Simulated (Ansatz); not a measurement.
`C[O][In]([O][SiH3])[N](C)C` → 3 C• + 12 H• + In• + N• + 2 O• + Si•  (atomization)

Program: Ansatz. Geometries: PBE0-D4/def2-TZVP. ΔE: electronic, gas phase. CCSD(T)/CBS is the MP2 limit (def2-TZVPP, def2-QZVPP) plus CCSD(T) − MP2 in def2-TZVPP, frozen cores. This one scheme is used for every species, atoms too. Functionals use def2-TZVPP. B3LYP here is the variant with VWN-RPA as its local correlation; programs differ in this. HSE06 is defined as in plane-wave codes. Open shells (•) are unrestricted, without spin–orbit coupling. Spin–orbit coupling would lower the free atoms: a little for C, O, Si; strongly for In. Elements past krypton have def2 core potentials. For In outer-core shells are correlated without core-valence functions, so the limit isn't a true one: a few kJ/mol of doubt a bond, and 10 to 20 or more in all where bonds break to atoms. Each species was taken in one conformer, which may not be the lowest.

```json
{"level": "LDA (SPW92)", "ΔE (kJ/mol)": "8120.2", "difference from CCSD(T)/CBS": "983.6"}
{"level": "PBE-D4", "ΔE (kJ/mol)": "7201.4", "difference from CCSD(T)/CBS": "64.8"}
{"level": "revPBE-D4", "ΔE (kJ/mol)": "7022.4", "difference from CCSD(T)/CBS": "-114.2"}
{"level": "BLYP-D4", "ΔE (kJ/mol)": "7080.6", "difference from CCSD(T)/CBS": "-56.0"}
{"level": "r2SCAN-D4", "ΔE (kJ/mol)": "7097.8", "difference from CCSD(T)/CBS": "-38.8"}
{"level": "B97M-V", "ΔE (kJ/mol)": "7099.0", "difference from CCSD(T)/CBS": "-37.6"}
{"level": "PBE0-D4", "ΔE (kJ/mol)": "7071.4", "difference from CCSD(T)/CBS": "-65.2"}
{"level": "B3LYP-D4", "ΔE (kJ/mol)": "7089.7", "difference from CCSD(T)/CBS": "-46.9"}
{"level": "r2SCANh-D4", "ΔE (kJ/mol)": "7049.3", "difference from CCSD(T)/CBS": "-87.3"}
{"level": "r2SCAN0-D4", "ΔE (kJ/mol)": "6981.1", "difference from CCSD(T)/CBS": "-155.5"}
{"level": "HSE06-D4", "ΔE (kJ/mol)": "7076.1", "difference from CCSD(T)/CBS": "-60.5"}
{"level": "BHLYP-D4", "ΔE (kJ/mol)": "6888.3", "difference from CCSD(T)/CBS": "-248.3"}
{"level": "CAM-B3LYP-D4", "ΔE (kJ/mol)": "7140.3", "difference from CCSD(T)/CBS": "3.7"}
{"level": "ωB97M-V", "ΔE (kJ/mol)": "7116.5", "difference from CCSD(T)/CBS": "-20.1"}
{"level": "PBE-QIDH", "ΔE (kJ/mol)": "7032.0", "difference from CCSD(T)/CBS": "-104.6"}
{"level": "PBE", "ΔE (kJ/mol)": "7155.5", "difference from CCSD(T)/CBS": "18.9"}
{"level": "revPBE", "ΔE (kJ/mol)": "6892.7", "difference from CCSD(T)/CBS": "-243.9"}
{"level": "BLYP", "ΔE (kJ/mol)": "6983.4", "difference from CCSD(T)/CBS": "-153.2"}
{"level": "r2SCAN", "ΔE (kJ/mol)": "7085.4", "difference from CCSD(T)/CBS": "-51.2"}
{"level": "PBE0", "ΔE (kJ/mol)": "7031.8", "difference from CCSD(T)/CBS": "-104.8"}
{"level": "B3LYP", "ΔE (kJ/mol)": "7016.6", "difference from CCSD(T)/CBS": "-120.0"}
{"level": "r2SCANh", "ΔE (kJ/mol)": "7036.1", "difference from CCSD(T)/CBS": "-100.5"}
{"level": "r2SCAN0", "ΔE (kJ/mol)": "6966.5", "difference from CCSD(T)/CBS": "-170.1"}
{"level": "HSE06", "ΔE (kJ/mol)": "7038.9", "difference from CCSD(T)/CBS": "-97.7"}
{"level": "BHLYP", "ΔE (kJ/mol)": "6829.0", "difference from CCSD(T)/CBS": "-307.6"}
{"level": "CAM-B3LYP", "ΔE (kJ/mol)": "7099.6", "difference from CCSD(T)/CBS": "-37.0"}
{"level": "LC-ωPBE", "ΔE (kJ/mol)": "7079.4", "difference from CCSD(T)/CBS": "-57.2"}
{"level": "HF/def2-SVP", "ΔE (kJ/mol)": "5076.7", "difference from CCSD(T)/CBS": "-2059.9"}
{"level": "MP2/def2-SVP", "ΔE (kJ/mol)": "6770.9", "difference from CCSD(T)/CBS": "-365.7"}
{"level": "CCSD/def2-SVP", "ΔE (kJ/mol)": "6626.8", "difference from CCSD(T)/CBS": "-509.8"}
{"level": "CCSD(T)/def2-SVP", "ΔE (kJ/mol)": "6696.7", "difference from CCSD(T)/CBS": "-439.9"}
{"level": "SCS-MP2/def2-TZVPP", "ΔE (kJ/mol)": "7014.8", "difference from CCSD(T)/CBS": "-121.8"}
{"level": "CCSD/def2-TZVPP", "ΔE (kJ/mol)": "6826.9", "difference from CCSD(T)/CBS": "-309.7"}
{"level": "CCSD(T)/def2-TZVPP", "ΔE (kJ/mol)": "6934.3", "difference from CCSD(T)/CBS": "-202.3"}
{"level": "HF/def2-QZVPP", "ΔE (kJ/mol)": "5077.9", "difference from CCSD(T)/CBS": "-2058.7"}
{"level": "MP2/def2-QZVPP", "ΔE (kJ/mol)": "7146.0", "difference from CCSD(T)/CBS": "9.4"}
{"level": "SCS-MP2/def2-QZVPP", "ΔE (kJ/mol)": "7151.3", "difference from CCSD(T)/CBS": "14.7"}
{"level": "HF/CBS(def2)", "ΔE (kJ/mol)": "5080.2", "difference from CCSD(T)/CBS": "-2056.4"}
{"level": "MP2/CBS(def2)", "ΔE (kJ/mol)": "7226.8", "difference from CCSD(T)/CBS": "90.2"}
{"level": "CCSD/CBS(def2)", "ΔE (kJ/mol)": "7029.2", "difference from CCSD(T)/CBS": "-107.4"}
{"level": "CCSD(T)/CBS", "ΔE (kJ/mol)": "7136.6", "difference from CCSD(T)/CBS": "0"}
```

Largest T1 diagnostic among the species: 0.015.

In def2-TZVPP, CCSD(T) changes the Hartree–Fock value by +1872.0 kJ/mol (the triples alone add +107.4 kJ/mol) and MP2 by +1962.2 kJ/mol; breaking electron pairs costs correlation energy, which Hartree–Fock lacks. From PBE to PBE0 (25 % exact exchange), in def2-TZVPP and without D4, ΔE moves by −123.7 kJ/mol: exact exchange takes away binding that semilocal exchange gives to molecules.

For atomizations the MP2-based limit and the directly extrapolated one differ by several kJ/mol either way, and by 10 to 25 for some Ge, Se and Sn compounds, so smaller differences from it don't rank the levels.
